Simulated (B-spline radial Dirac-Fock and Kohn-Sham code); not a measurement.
**EELS cross sections of the In N3 (4p3/2) edge**

System: the free indium atom, configuration 1s2 2s2 2p6 3s2 3p6 3d10 4s2 4p6 4d10 5s2 5p1. These are calculated numbers from a radial finite-basis atomic code; the model is the first Born approximation with generalised oscillator strengths from a Dirac-Hartree-Slater potential (longitudinal and transverse terms; continuum final states only, so no white lines or fine structure). The edge is taken at 73.50 eV (tabulated value).

Generalised oscillator strength df/dE of the whole subshell in 10⁻³ per eV, against momentum transfer:

```
q (1/a₀)  10 eV above  50 eV above  125 eV above  300 eV above
  0.0400         5.35         2.76          2.37          1.55
  0.0695         5.38         2.78          2.37          1.55
   0.121         5.47         2.85          2.37          1.55
   0.210         5.73         3.07          2.37          1.56
   0.365         6.49         3.74          2.37          1.57
   0.634         8.45         5.77          2.39          1.62
    1.10         11.9         11.6          2.69          1.76
    1.91         11.4         21.6          5.19          2.20
    3.33         3.11         13.1          9.60          4.84
    5.78        0.293         1.43          1.78          4.68
    10.0      0.00246       0.0138        0.0258        0.0859
    17.5     0.000364     0.000869       0.00146       0.00311
    30.3     1.15e-05     1.85e-05      3.02e-05      5.91e-05
```

As q goes to zero the values tend to the optical oscillator strength. At 300 eV above the edge the largest value on this grid is at q = 3.33 per a₀; a free electron at rest would take up the loss of 374 eV at q = 5.24 per a₀, where the Bethe ridge forms once the loss is well above the edge energy.
